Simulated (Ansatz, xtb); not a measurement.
Reaction (SMILES): CC(C)CO -> COC(C)C
Each molecule is optimised on its own at B3LYP-D3(BJ)/def2-TZVP (Ansatz, a first-principles code), one conformer each, not searched for the lowest.

Quantity: isomerisation energy (electronic energy difference), in kJ/mol. Valence correlation only, unless marked. Spin-orbit coupling is left out. Non-relativistic. Basis-set limits of correlation are two-point, X^-3; Hartree-Fock from the larger set.

```tsv
level	program	isomerisation energy (kJ/mol)	minus last row
GFN1-xTB	xtb	-2.0	-36.2
revPBE/def2-TZVPD	Ansatz	27.7	-6.5
r2SCAN-D4/def2-TZVPD	Ansatz + dftd4	27.5	-6.7
B3LYP/def2-TZVPD	Ansatz	24.4	-9.8
PBE0-D3(BJ)/def2-TZVP	Ansatz + dftd3	30.1	-4.1
PBE0-D3(BJ)/def2-TZVPD	Ansatz + dftd3	31.9	-2.3
LC-wPBE/def2-TZVPD	Ansatz	32.0	-2.2
B2PLYP-D3(BJ)/def2-TZVPD	Ansatz + dftd3	28.6	-5.6
MP2/STO-3G	Ansatz	-18.6	-52.8
MP2/cc-pVDZ	Ansatz	34.4	0.2
SCS-MP2/aug-cc-pVTZ	Ansatz	33.6	-0.6
CCSD/cc-pVTZ	Ansatz	32.1	-2.1
CCSD(T)/STO-3G	Ansatz	-20.0	-54.2
CCSD(T)/cc-pVTZ	Ansatz	31.7	-2.5
CCSD(T)/CBS(cc-pVTZ,cc-pVQZ)	Ansatz	34.2	0.0
```
